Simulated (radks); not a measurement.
Coulomb parameter of the 4d shell of neutral ruthenium in the model configuration [Kr] 4d7 5s1, as a second difference U = [E(n + 0.25) + E(n - 0.25) - 2 E(n)] / (0.25)^2 with all orbitals relaxed. "Bare": the charge of the atom changes with n. "Screened": the 5s shell takes up the change at fixed total charge, which measures U(4d,4d) + U(5s,5s) - 2 U(4d,5s). All-electron calculation, Dirac Kohn-Sham, PBEsol, spin-unpolarised, spherical densities, finite nucleus; open shells are shared between the two j in proportion to 2j + 1; Fermi nuclear charge, rms radius 4.4809 fm. Program: a radial shooting solver on a logarithmic mesh with Libxc functionals.

start: configuration [Kr] 4d7 5s1; E - E(n) (eV) 0.000
bare +0.25: configuration [Kr] 4d7.25 5s1; E - E(n) (eV) -1.032
bare -0.25: configuration [Kr] 4d6.75 5s1; E - E(n) (eV) 1.593
screened +0.25: configuration [Kr] 4d7.25 5s0.75; E - E(n) (eV) -0.196
screened -0.25: configuration [Kr] 4d6.75 5s1.25; E - E(n) (eV) 0.281

U(bare) = 8.971 eV, U(screened by 5s) = 1.346 eV. The step up makes a negative ion, whose loosely bound charge lowers the bare value.
